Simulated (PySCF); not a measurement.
**Radial density of Gd (gadolinium, neutral)**

UHF, [Xe] 4f7 5d1 6s1 6p1, one real determinant (an excited configuration). Computed with PySCF 2.14 in ANO-RCC-VTZP, with scalar relativity by spin-free X2C-1e.

| r (bohr) | 4πr²ρ (e/bohr) | 4πr²(ρα − ρβ) |
| --- | --- | --- |
| 0.0200 | 81.40 | 0.0047 |
| 0.0336 | 76.86 | 0.0112 |
| 0.0565 | 108.6 | 0.0235 |
| 0.0951 | 96.23 | 0.0508 |
| 0.160 | 94.62 | 0.4842 |
| 0.269 | 67.84 | 2.8469 |
| 0.453 | 47.14 | 7.9679 |
| 0.761 | 29.36 | 7.3952 |
| 1.28 | 10.84 | 2.7595 |
| 2.15 | 3.007 | 0.6719 |
| 3.62 | 0.7551 | 0.6939 |
| 6.09 | 0.2557 | 0.2556 |
| 10.2 | 0.01066 | 0.0107 |
| 17.2 | 6.307e-05 | 0.0001 |

Densities and radii are taken from the X2C orbitals without a picture-change correction, which distorts them close to the nucleus.

⟨L²⟩ = 8.21 against 12 for a pure F term, so this real determinant mixes terms. Spin-orbit coupling, absent here, splits the open shell strongly.
